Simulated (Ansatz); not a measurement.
Basis sets compared for Cd₈H₂₂Se₈. The state is a singlet with charge 0. Geometry r2SCAN-D4/def2-SVP. Ansatz on 4 threads of AMD EPYC 7R13 on a shared host and a share (37 GiB) of an NVIDIA H100 80GB HBM3; times are rough, and most runs start from earlier orbitals.

```xyz
38

Cd    0.014   -5.077    1.989
Se    2.651   -3.968   -0.499
Se    1.193   -1.986    2.294
Cd    2.605    0.276    1.714
Cd    1.203   -2.276   -2.345
Se    2.091    0.034   -1.167
Se    0.957    2.432    1.957
Cd   -0.583    5.281    1.188
Cd    0.959    2.022   -2.678
Se    2.174    4.135   -1.117
Cd   -1.488   -2.186    1.871
Se   -1.207   -2.013   -1.012
Se   -2.443    0.076    2.851
Cd   -1.723    2.254    1.530
Cd   -2.718   -0.348   -2.478
Se   -1.415    1.684   -1.295
H     0.046   -5.512    3.611
H     0.204   -4.966    0.294
H     3.914   -3.654   -1.214
H     2.443   -5.154   -1.345
H     1.097   -1.766    3.746
H     4.288    0.367    1.940
H     1.347   -2.810   -3.944
H     3.443    0.066   -1.748
H     0.869    2.419    3.426
H    -0.614    5.970    2.719
H    -0.382    4.926   -0.471
H     1.055    2.320   -4.340
H     3.468    3.868   -1.795
H     1.831    5.148   -2.128
H    -2.040   -3.818    2.006
H    -1.779   -3.321   -1.365
H    -3.850   -0.028    2.429
H    -4.250   -0.240   -0.060
H    -2.469    3.812    1.442
H    -3.904   -0.500   -3.651
H    -4.850   -0.315   -0.523
H    -2.136    2.848   -1.830
```

In the def2 sets Cd takes a core potential, while STO-3G treats all electrons; there is no spin–orbit coupling. Single mean-field runs in def2-SVP, def2-TZVP are fitted with def2-universal-jkfit. In the singlet geometry the species has come apart into loosely held pieces. In the singlet, H34 and H37 lie 0.76 Å apart (atoms count from 1), so H2 has formed as a molecule.

STO-3G and 6-31G are all-electron sets without relativity, so their totals don't compare with the def2 sets.

Binding counts from free atoms (Cd singlet, Se triplet, H doublet) in the same basis, without a counterpoise term.

```tsv
level	functions	energy (Eh)	HOMO (eV)	LUMO (eV)	binding per atom (eV)	wall time
HF/STO-3G	382	-62294.4649	-5.42	7.73	–	8 s
PBE-D4/def2-SVP	614	-20562.4021	-5.84	-2.34	2.02	6.5 s
PBE0-D4/def2-SVP	614	-20562.9805	-6.91	-1.59	2.01	6.5 s
```

Q: Estimate the rows for HF/def2-TZVP, PBE-D4/def2-TZVP (with forces), PBE0-D4/def2-TZVP.

A: 
```csv
level,functions,energy (Eh),HOMO (eV),LUMO (eV),binding per atom (eV),wall time
HF/def2-TZVP,836,-20546.5413,-9.37,1.18,1.33,12 s
PBE-D4/def2-TZVP (with forces),836,-20565.0922,-5.88,-2.38,2.00,12 s
PBE0-D4/def2-TZVP,836,-20565.6537,-6.93,-1.61,2.00,12 s
```
